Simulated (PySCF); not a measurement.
B(Cl)(H)(NHMe) (CH₅BClN), SMILES CNBCl. The structure is a stationary point at PBE-D3(BJ)/def2-SVP. Other conformers were not sampled.

Method: PBE-D3(BJ)/def2-SVP in PySCF.

Harmonic wavenumbers (cm⁻¹): 164, 198, 233, 388, 675, 794, 829, 970, 1067, 1103, 1126, 1258, 1393, 1415, 1420, 1515, 2583, 2950, 3015, 3082, 3500. Rotational constants (GHz): 38.30, 2.342, 2.238; symmetry number 1.

Problem. Work out the zero-point energy and the ideal-gas rigid-rotor harmonic-oscillator thermochemistry at 298.15 K and 1 atm.

Solution. ZPE = ½ Σ hcν = ½ × 29679 cm⁻¹ = 177.52 kJ/mol. H − E(el) = 193.85 kJ/mol. Entropy in J/(mol K): translation 162.97, rotation 104.12, vibration 36.14, total 303.23. G − E(el) = 103.44 kJ/mol. Cp = 79.13 J/(mol K).
